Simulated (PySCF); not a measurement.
## Computed properties of B(H)(Br)(NH2) (BBrH3N), SMILES BrBN

BBrH3N, SMILES NBBr. Geometry optimised at B3LYP-D3(BJ)/def2-TZVP. The values are those of a single conformer. All values are computed for the isolated molecule unless a solvent is named; none is compared with measurement here.

**Structure.** The optimised structure has Cs symmetry. All 12 harmonic modes at B3LYP-D3(BJ)/def2-TZVP (PySCF) are real, so it is a minimum. With heavy atoms numbered as in [BH:1]([Br:3])[NH2:4], the shortest bond between them is B1–N4 at 1.382 Å and the longest B1–Br3 at 1.944 Å.

**Vibrations.** The strongest infrared lines (harmonic, unscaled, degenerate partners summed) lie at 1341 cm⁻¹ (202 km/mol, B 58 %, H 21 %, N 21 %), 1633 cm⁻¹ (142 km/mol, H 79 %, N 18 %), 607 cm⁻¹ (106 km/mol, H 70 %, N 17 %, B 13 %). The softest mode is at 306 cm⁻¹ and the zero-point energy is 25.6 kcal/mol.

**Electronic structure.** PBE0/def2-TZVPD (PySCF) places the frontier levels at -8.05 and -0.14 eV, a gap of 7.91 eV, and gives a dipole moment of 2.85 D and a mean polarisability of 46.6 bohr³.

**Excitations.** TDDFT-PBE0/def2-SVPD (PySCF) has S1 at 6.33 eV (196 nm, f = 0.000, dark); the most intense of the 10 singlets computed lies at 6.90 eV (f = 0.11). T1 (TDA) is at 5.80 eV. No vertical singlet excitation falls in the visible range (under 3.1 eV).

**NMR.** GIAO shifts at PBE0/pcSseg-2 (PySCF) (non-relativistic, atoms alike by connectivity averaged): ¹H from 4.5 to 5.6 ppm against TMS; ¹¹B at 31.0 ppm against BF3. Without spin–orbit terms, shifts of atoms bonded to Cl or Br come out too high.
